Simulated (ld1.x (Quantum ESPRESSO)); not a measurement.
Results of a calculation; reference values are marked as such.
# Potentials for magnesium compared

Generated with ld1.x 7.5 (TM, RRKJ, ultrasoft, PAW), atompaw 4.2 or ONCVPSP 4.0.1. The cutoff is in Ry: for ld1.x and atompaw files where the sum of valence levels is converged to 10 mRy in a Bessel basis, for ONCV files where the hardest occupied wave has 1 mHa per electron of residual kinetic energy. The error is the largest all-electron minus pseudo excitation energy over each file’s own four to seven test configurations (ionisations up to +4, promotions, holes and added fractions of an electron), all of which were solved. The labels leave out finer settings (local radius, basis sizes, second energies), which also bear on the numbers. Spin-polarised tests are not counted. The rows are a selection from randomly drawn settings: files with unsolved tests, undetermined cutoffs or missed reference levels are left out.

| potential | cutoff (Ry) | largest error (meV) | bound ghosts |
| --- | --- | --- | --- |
| TM semilocal, PBE, scalar-relativistic, rc 2.30/0.90/1.80 (spd), local d, core correction yes, reference 2p6 3s2 3p0 | 200 | -440 | none |
| TM, PBE, non-relativistic, rc 1.90/2.35 (sp), local smoothed, core correction yes, reference 3s2 3p0 | 6 | -6.5 | none |
| RRKJ, LDA (PZ), scalar-relativistic, rc 2.50/0.85/2.65 (spd), local s, core correction yes, reference 2p6 3s2 3p0 | 180 | -1346 | none |

Question: Fill in the row for Mg: TM, Wu–Cohen, non-relativistic, rc 1.90/3.60 (sp), local s, core correction no, reference 3s2 3p0.

Answer: cutoff 6 Ry, largest error +55 meV, bound ghosts: none.

Question: Fill in the row for Mg: PAW, LDA (PZ), scalar-relativistic, rc 2.60/1.10 (sp), local smoothed, core correction yes, reference 2p6 3s2 3p0.

Answer: cutoff 70 Ry, largest error +179 meV, bound ghosts: none.
